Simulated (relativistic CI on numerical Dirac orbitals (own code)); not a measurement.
What each ingredient does to the levels of Eu LVIII

Base calculation: Dirac-Coulomb-Breit CI, separate exchange-only KLI orbitals for each configuration, model QED, unscaled Slater integrals.

CI space (outside the closed core 1s2): 2s2 2p2, 2s 2p3, 2p4, 2p3 3s, 2p3 3p, 2p3 3d, 2s2 2p 3s, 2s2 2p 3p, 2s2 2p 3d, 2s 2p2 3s, 2s 2p2 3p, 2s 2p2 3d, 2s2 2p 4s, 2s2 2p 4p, 2s2 2p 4d, 2s2 2p 4f. Levels of other configurations are missing.

The lowest level and the first level of each name with at least 55 % of one term (blank where a level has no safe partner in the second run):

| Level | Base (eV) | Shift (eV) |
| --- | --- | --- |
| 2s2 2p2 3P_0 | 0.00 | 0.00 |
| 2s2 2p2 3P_1 | 673.14 | +10.37 |
| 2s2 2p2 1D_2 | 690.66 | +15.35 |
| 2s2 2p2 3P_2 | 1380.48 | +22.67 |
| 2s2 2p2 1S_0 | 1430.73 | +17.20 |
| 2s 2p3 3D°_3 | 1598.41 | +19.33 |
| 2s 2p3 3P°_0 | 1646.25 | +7.82 |
| 2s 2p3 1D°_2 | 1675.36 | +15.98 |
| 2s 2p3 3P°_1 | 1678.58 | +10.53 |
| 2p4 3P_2 | 1924.87 | +3.30 |
| 2p4 1S_0 | 1978.85 | -2.36 |
| 2p4 3P_1 | 2609.86 | +10.16 |
| 2p4 1D_2 | 2627.98 | +15.01 |
| 2p4 3P_0 | 3340.63 | +18.70 |
| 2s2 2p 3s 3P°_0 | 7158.06 | +19.44 |
| 2s2 2p 3s 3P°_1 | 7161.37 | +20.24 |
| 2s2 2p 3p 3D_1 | 7228.07 | +17.52 |
| 2s2 2p 3p 3P_0 | 7265.91 | +15.84 |
| 2s 2p2 3s 3P_0 | 7401.47 | +7.77 |
| 2s2 2p 3d 3F°_2 | 7500.90 | +21.18 |
| 2s2 2p 3s 3P°_2 | 7864.33 | +30.23 |
| 2s2 2p 3s 1P°_1 | 7871.83 | +29.94 |

At this charge energies of transitions that change n are usually good to better than 1 %, and those within a shell (Δn = 0) to a few per cent.

**Question.** One thing was changed in a second run, which moved the levels as shown. Which?
A. Breit term removed
B. configuration mixing switched off
C. QED terms removed
D. P86 correlation estimate

**Answer.** A. Breit term removed. The Breit term mainly narrows fine-structure intervals, so removing it widens them.

LS names give the leading component of a level, which can be under half, so a name can repeat, a term be missing and a line seem to break the LS rules.
